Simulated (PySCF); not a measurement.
Computed properties of CH6ClNOSi2, SMILES C1[Si@@](O)(Cl)[SiH2]N1

CH₆ClNOSi₂, SMILES [SiH2]1NC[Si@@]1(O)Cl. Coordinates come from a PBE0-D3(BJ)/def2-SVP optimisation. The structure was generated by enumeration; whether it is a known compound was not checked. One conformer was computed; it need not be the lowest. All values are computed for the isolated molecule unless a solvent is named; none is compared with measurement here.

**Structure.** All 30 harmonic modes at PBE0-D3(BJ)/def2-SVP (PySCF) are real, so it is a minimum. With heavy atoms numbered as in [OH:1][Si@@:2]1([Cl:3])[CH2:4][NH:5][SiH2:6]1, the shortest bond between them is C4–N5 at 1.464 Å and the longest Si2–Si6 at 2.332 Å.

**Vibrations.** The strongest infrared lines (harmonic, unscaled, degenerate partners summed) lie at 570 cm⁻¹ (193 km/mol, Si 61 %, Cl 20 %, H 11 %), 2185 cm⁻¹ (167 km/mol, H 96 %), 834 cm⁻¹ (153 km/mol, H 40 %, Si 25 %, N 23 %). The softest mode is at 61 cm⁻¹ and the zero-point energy is 48.7 kcal/mol.

**Electronic structure.** CAM-B3LYP/def2-TZVP (PySCF) places the frontier levels at -8.28 and 0.71 eV, a gap of 8.99 eV, and gives a dipole moment of 0.96 D and a mean polarisability of 83.3 bohr³. PBE/def2-TZVP (PySCF) at the same geometry gives -5.56 and -1.08 eV, so its gap is 4.51 eV narrower. An orbital gap is neither the optical nor the fundamental gap.

**Excitations.** TDA-ωB97X/def2-SVPD (PySCF) has S1 at 5.79 eV (214 nm, f = 0.002, dark); the most intense of the 10 singlets computed lies at 7.12 eV (f = 0.31). T1 (TDA) is at 5.48 eV, 0.31 eV under S1. TDA-PBE/def2-SVPD (PySCF) puts S1 at 4.62 eV. No vertical singlet excitation falls in the visible range (under 3.1 eV).

**NMR.** GIAO shifts at PBE0/pcSseg-1 (PySCF) (non-relativistic, atoms alike by connectivity averaged): ¹³C at 57.8 ppm against TMS; ¹H from 0.3 to 5.7 ppm against TMS; ²⁹Si from -8.4 to 38.7 ppm against TMS. Without spin–orbit terms, shifts of atoms bonded to Cl or Br come out too high.

**Solvation.** SMD-M06-2X/6-31G* (PySCF) gives -4.9 kcal/mol in water, -3.7 kcal/mol in n-hexane, -6.1 kcal/mol in N,N-dimethylformamide (1 M in both phases, gas-phase geometry); of these solvents N,N-dimethylformamide holds the molecule best.
